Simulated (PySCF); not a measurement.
```xyz
6
charge 0 multiplicity 1, angstrom
Nb    0.0000    0.0000    0.0000
Cl    0.0000   -0.0044    2.2914
Cl    2.3379    0.0000    0.0000
Cl    0.0000    1.9866   -1.1419
Cl   -2.3379    0.0000    0.0000
Cl    0.0000   -1.9822   -1.1495
```

All numbers come from PySCF, B3LYP, basis Nb def2-SVP with ECP28, Cl def2-SVP (scalar-relativistic core potentials, no spin–orbit coupling, density fitting).

This geometry of NbCl₅ is a stationary point at this level.

**Question.** What is the point group?

**Answer.** D3h.

**Question.** Is it a minimum?

**Answer.** Yes: all harmonic wavenumbers are real, though the softest, 56 cm⁻¹, leaves little margin.

**Question.** Which band is strongest in the infrared?

**Answer.** 426 cm⁻¹ (e'), 221 km/mol.

**Question.** What are the dipole moment and the gap between the highest occupied and lowest empty levels?

**Answer.** 0.00 D and 4.34 eV.

Stability towards spin polarisation was not tested. This need not be the most stable arrangement of these atoms.
